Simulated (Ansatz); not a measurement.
Relaxation of BeCl₂⁻ with UKS PBE-D4/def2-TZVPD.

```sh
$ ansatz run in.yaml --threads 4 --pin off --events-out ev --progress --plain --max-ram 3916MiB
```

```yaml
crystal:
  periodic: [false, false, false]
  atoms:
    - {symbol: Be, position_ang: [0.342220, 0.652570, 0.295970]}
    - {symbol: Cl, position_ang: [1.333540, -1.041170, -0.313600]}
    - {symbol: Cl, position_ang: [-1.675760, 0.388600, 0.017630]}
basis:
  gaussian: {orbitals: def2-TZVPD}
total_charge: -1
magnetization: {spin_polarized: true, initial_magnetization: 1}
hamiltonian: {xc: pbe, dispersion: d4}
scf: {lower_state_search: "off"}
output: {orbitals: {seedname: orbitals}}
relax: {f_tol: 0.02, max_steps: 100}
```

Run time 2.6 s (4 threads of Arm Neoverse V1 on a shared host).

Positions (Å) and forces (eV/Å) at steps 1, 2, 3, 4 of 4:

```xyz
3
step=1 energy=-25440.4421 eV
Be    0.342    0.653    0.296   -0.578   -1.109   -0.503
Cl    1.334   -1.041   -0.314   -0.156    0.767    0.301
Cl   -1.676    0.389    0.018    0.734    0.342    0.202
3
step=2 energy=-25440.5492 eV
Be    0.289    0.550    0.250   -0.282   -0.542   -0.246
Cl    1.426   -1.021   -0.298   -0.379    0.519    0.180
Cl   -1.714    0.471    0.048    0.661    0.023    0.065
3
step=3 energy=-25440.6001 eV
Be    0.274    0.522    0.237   -0.080   -0.155   -0.070
Cl    1.400   -0.991   -0.287   -0.111    0.150    0.052
Cl   -1.673    0.469    0.051    0.191    0.006    0.018
3
step=4 energy=-25440.6040 eV
Be    0.268    0.511    0.232   -0.002   -0.004   -0.002
Cl    1.392   -0.981   -0.284   -0.002    0.003    0.001
Cl   -1.660    0.469    0.052    0.004    0.000    0.001
```

The highest occupied level of the charge -1 doublet lies above zero (up to 1.27 eV). By energy differences its removal costs 1.32 eV (vertical, to the charge 0 singlet, at PBE-D4/def2-TZVPD); a positive level beside a positive removal energy at the same level points to self-interaction error. The relaxation made no stability test and no search for a lower SCF solution. The structure comes from a short search, and lower isomers may exist.
